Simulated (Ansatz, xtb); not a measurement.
## C4H7BrOSi: which of two isomers lies lower

We compare X, `C=CC(=C)O[SiH2]Br`, a singlet, with Y, `C/C=C(\C=O)[SiH2]Br`, a singlet. Both are isolated molecules in the gas phase, relaxed with r2SCAN-D4/def2-SVP; the shapes shown needn't be the lowest conformers.

X (Å):

```xyz
14

C     1.7825    1.8072   -0.2148
C     1.7965    1.0876   -1.3487
C     1.1657   -0.2194   -1.5028
C     1.1891   -0.9313   -2.6474
Br    2.7592   -1.6200    1.6902
O     0.4974   -0.6791   -0.3897
Si    0.8979   -2.0076    0.5283
H     1.2789    1.4355    0.6814
H     2.2747    2.7813   -0.1593
H     2.3000    1.4696   -2.2435
H     1.7093   -0.5366   -3.5217
H     0.6844   -1.8963   -2.7295
H     1.1529   -3.1971   -0.3251
H    -0.2270   -2.1937    1.4718
```

Y (Å):

```xyz
14

C     1.4393    3.1494    0.2582
C     0.5854    1.9283    0.3044
C     0.6671    0.8036   -0.4547
C     1.6736    0.6030   -1.5129
Br   -1.9393   -0.7549   -1.9582
O     1.7186   -0.4141   -2.1781
Si   -0.5353   -0.6234   -0.2247
H     2.2379    3.1163   -0.4925
H     1.8945    3.3233    1.2485
H     0.8092    4.0339    0.0611
H    -0.2121    1.9678    1.0619
H     2.4119    1.4265   -1.6920
H     0.1509   -1.9314   -0.0717
H    -1.3551   -0.3236    0.9844
```

Quicker runs give these differences E(Y) − E(X): GFN2-xTB +1.386 eV; HF/STO-3G −0.341 eV (at GFN2-xTB geometries); r2SCAN-D4/def2-SVP//GFN2-xTB +0.350 eV.

Problem. Estimate E(Y) − E(X) at the level CCSD(T)/def2-SVP + ΔMP2/def2-TZVPP.

Solution. Calculated at CCSD(T)/def2-SVP + ΔMP2/def2-TZVPP: E(Y) − E(X) = +0.643 eV, so structure X lies lower.

The same difference at several levels:

```
                             level            geometry  E(Y) − E(X) (eV)  departure from the last row (eV)  job, with rough time for the two
                          GFN2-xTB            GFN2-xTB              +1.386                            +0.743              optimisation, 0.26 s
                         HF/STO-3G            GFN2-xTB              −0.341                            −0.984               single point, 0.5 s
      r2SCAN-D4/def2-SVP//GFN2-xTB            GFN2-xTB              +0.350                            −0.294               single point, 4.3 s
                r2SCAN-D4/def2-SVP  r2SCAN-D4/def2-SVP              +0.407                            −0.236                optimisation, 81 s
                       HF/def2-SVP  r2SCAN-D4/def2-SVP              +0.464                            −0.179           part of the CCSD(T) run
                      MP2/def2-SVP  r2SCAN-D4/def2-SVP              +0.351                            −0.292           part of the CCSD(T) run
                  CCSD(T)/def2-SVP  r2SCAN-D4/def2-SVP              +0.383                            −0.260                      single point
CCSD(T)/def2-SVP + ΔMP2/def2-TZVPP  r2SCAN-D4/def2-SVP              +0.643                                               single point, 2.1 min
```

As drawn, Y has 1 C–C, 1 C=O, 1 C–Si in place of 1 C=C, 1 C–O, 1 O–Si.

HF/STO-3G puts the two in the other order. The largest departure from CCSD(T)/def2-SVP + ΔMP2/def2-TZVPP is that of HF/STO-3G, 0.984 eV. The last row adds to CCSD(T) the change of the MP2 difference between the two basis sets, here +0.260 eV, a large step that makes the value less sure.

With thermal terms from frequencies at re-optimised GFN2-xTB minima (ideal gas, soft modes damped towards free rotors, one conformer each, 298.15 K, 1 atm): the zero-point term adds −0.010 eV; ΔH is +0.643 and ΔG +0.620 eV.

The correlated steps freeze 19 core orbitals; the filled d shell of Br is correlated, in a basis made for valence electrons. Codes used: Ansatz 0.2.0, xtb 6.7.1; the last row on 4 threads of Arm Neoverse V2 on a shared host.
